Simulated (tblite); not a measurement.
Species: C5H11N2PSi.
SMILES with atom numbers: `[N:1]#[C:2][C@@H:3]1[CH2:4][CH2:5][Si@H:6]([PH2:7])[NH:8][CH2:9]1` (hydrogens: H10 on C3; H11, H12 on C4; H13, H14 on C5; H15 on Si6; H16, H17 on P7; H18 on N8; H19, H20 on C9)

Structure optimised with GFN2-xTB, isolated species.

Q: List the bond lengths, angles and torsions at this level.

A: 
| bond | length (bohr) | order |
| --- | --- | --- |
| N1≡C2 | 2.161 | triple |
| C2–C3 | 2.727 | single |
| C3–C4 | 2.901 | single |
| C4–C5 | 2.879 | single |
| C5–Si6 | 3.596 | single |
| Si6–P7 | 4.269 | single |
| Si6–N8 | 3.264 | single |
| N8–C9 | 2.734 | single |
| C3–C9 | 2.901 | single |
| C3–H10 | 2.073 | single |
| C4–H11 | 2.068 | single |
| C4–H12 | 2.067 | single |
| C5–H13 | 2.060 | single |
| C5–H14 | 2.059 | single |
| Si6–H15 | 2.772 | single |
| P7–H16, P7–H17 | 2.615 | single |
| N8–H18 | 1.906 | single |
| C9–H19 | 2.080 | single |
| C9–H20 | 2.069 | single |

Bonds in one row agree within 0.02 bohr and their mean is given. Orders are formal, as drawn. A selection of angles:
| angle | degrees |
| --- | --- |
| N1–C2–C3 | 179.3 |
| C2–C3–C4 | 109.9 |
| C2–C3–C9 | 109.1 |
| C2–C3–H10 | 108.2 |
| C4–C3–C9 | 112.5 |
| C4–C3–H10 | 108.9 |
| C9–C3–H10 | 108.2 |
| C3–C4–C5 | 110.9 |
| C3–C4–H11 | 109.1 |
| C3–C4–H12 | 109.0 |
| C5–C4–H11 | 110.2 |
| C5–C4–H12 | 109.8 |
| H11–C4–H12 | 107.7 |
| C4–C5–Si6 | 109.4 |
| C4–C5–H13 | 109.1 |
| C4–C5–H14 | 109.4 |
| Si6–C5–H13 | 111.3 |
| Si6–C5–H14 | 110.5 |
| H13–C5–H14 | 107.0 |
| C5–Si6–P7 | 106.3 |
| C5–Si6–N8 | 103.4 |
| C5–Si6–H15 | 113.4 |
| P7–Si6–N8 | 112.5 |
| P7–Si6–H15 | 116.7 |
| N8–Si6–H15 | 103.8 |
| Si6–P7–H16 | 95.3 |
| H16–P7–H17 | 92.5 |
| Si6–N8–C9 | 119.4 |
| Si6–N8–H18 | 118.2 |
| C9–N8–H18 | 111.7 |
| N8–C9–H19 | 112.2 |
| N8–C9–H20 | 109.0 |
| C3–C9–N8 | 109.8 |
| C3–C9–H19 | 108.9 |
| C3–C9–H20 | 109.1 |
| H19–C9–H20 | 107.8 |

Torsions: C2–C3–C4–C5 167° (antiperiplanar); C3–C4–C5–Si6 57° (synclinal); C4–C5–Si6–P7 78° (synclinal); C5–Si6–N8–C9 42° (synclinal); Si6–N8–C9–C3 -55° (synclinal); C2–C3–C9–N8 -171° (antiperiplanar).

N8 (silicon-bound nitrogen) has angles 119.4°, 118.2° and 111.7°, sum 349.3°, 0.25 Å off the plane of its three neighbours. Of the pairs four or more bonds apart, Si6···H10 is among the closest relative to their van der Waals radii: 3.32 Å, 101 % of the sum of Bondi's values. The C–N distances run from 1.143 Å (N1≡C2, drawn triple) to 1.447 Å (N8–C9, drawn single), a spread of 0.304 Å. The 6-membered ring C3–C4–C5–Si6–N8–C9 has internal angles of 103.4° to 119.4° (sum 665°, against 720° for a flat polygon); it is puckered, 0.24 Å rms from its mean plane, widest ring torsion 71°. Si6 (SiH silicon) is distorted tetrahedral (angles from 103.4° to 116.7°). P7 (three-coordinate phosphorus) is pyramidal (angles 95.3°, 94.8° and 92.5°, sum 282.6°, 0.84 Å off the plane of its three neighbours). The 4 C–C bonds span 1.443 Å (C2–C3, drawn single) to 1.535 Å (C3–C9, drawn single), a spread of 0.092 Å.

Point group: C1 (no symmetry element, even within 0.4 Å). Its GFN2-xTB frequencies are all real (lowest 33 cm⁻¹). One conformer, not necessarily the lowest (C5–Si6–P7–H 80° and 173°, C2–C3–C4–C5 167°, C3–C4–C5–Si6 57°, C4–C5–Si6–P7 78°, C5–Si6–N8–C9 42°). 3 starts were optimised and ended at 0.00, 0.01 and 1.04 kcal/mol (GFN2-xTB); the lowest of these is shown.

The run took 0.95 s wall on Arm Neoverse N1, one thread, on a shared host. This is the geometry optimisation.

All values are computed, not measured.
